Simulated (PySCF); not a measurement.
# Iron: a sound run and one with changed settings

Sound run: Fe [Ar] 3d6 4s2, Fe⁺ [Ar] 3d6 4s1. Calculation: PySCF 2.14, in x2c-SVPall (5s3p3d1f, 36 functions); the spin-free X2C one-electron Hamiltonian (Gaussian nucleus). In the sound run the correlated levels freeze [Ar]. The sound run starts from symmetry-adapted Hartree-Fock orbitals and uses a fine grid where one is needed.

Changed run: basis STO-3G, all-electron and non-relativistic. This setting is unsound on purpose.

```tsv
species	method	sound run (hartree)	changed run (hartree)	converged
Fe	UHF	-1271.13086	-1248.75843	yes
Fe	PBE	-1272.15314	-1249.41835	yes
Fe	MN15	-1273.04169	-1247.92643	yes
Fe	MP2	-1271.24430	-1248.77859	yes
Fe⁺	UHF	-1270.89440	-1248.57315	yes
Fe⁺	PBE	-1271.86277	-1249.18572	yes
Fe⁺	MN15	-1272.74653	-1247.70291	yes
Fe⁺	MP2	-1270.97892	-1248.57347	yes
```

Ionisation energy of Fe:

```csv
method,sound run (eV),changed run (eV)
UHF,6.434,5.042
PBE,7.901,6.330
MN15,8.032,6.082
MP2,7.221,5.582
SCS-MP2,7.342,5.689
```

A minimal basis cannot let orbitals breathe on ionisation and holds almost no correlation. The Hamiltonian changed with the basis, so the totals do not compare.

For comparison, NIST gives 7.902 eV between the lowest levels.
